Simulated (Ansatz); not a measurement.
The cluster W₂S₄⁻. Total charge -1; doublet. Geometry PBE-D4/def2-SVPD; atoms count from 1.

Cartesian coordinates in Å:
```
W -0.306 -0.435 0.017
W 1.052 1.845 -0.001
S -2.391 -0.490 0.675
S 1.152 0.409 1.742
S 0.009 1.057 -1.848
S 0.484 -2.386 -0.584
```

In the def2 sets W takes a core potential; there is no spin–orbit coupling. The charge -1 doublet is spin-contaminated (final ⟨S²⟩ up to 1.12, 0.75 for a pure state). No other spin state of charge -1 was run. Another isomer (doublet) lies 0.64 eV lower at PBE0-D4/def2-TZVPD; other spin states weren't run for this one.

(1) Estimate the Mulliken populations from the PBE0/def2-TZVPD orbitals of Ansatz.

(2) Where does the spin sit?

(3) And the Mayer bond orders between bonded heavy atoms (over 0.3)?

Results:

(1) 
```tsv
atom	charge (e)	spin (α − β)	d electrons
W1	1.61	-0.14	4.06
W2	0.00	1.09	4.38
S3	-0.60	0.00	–
S4	-0.71	-0.05	–
S5	-0.70	0.09	–
S6	-0.59	0.02	–
```
Mulliken values and Mayer orders depend strongly on the basis. With diffuse functions, as here, like atoms can get unlike values, and bond orders can come out too low or too high.

(2) Summed by element: W 0.94, S 0.06, of 1 unpaired in all. Largest on single atoms: W2 1.09, W1 -0.14, S5 0.09.

(3) W1–W2 0.49 (2.65 Å); W1–S3 1.75 (2.19 Å); W1–S4 0.46 (2.41 Å); W1–S5 0.47 (2.41 Å); W1–S6 1.74 (2.19 Å); W2–S4 1.54 (2.26 Å); W2–S5 1.51 (2.26 Å).
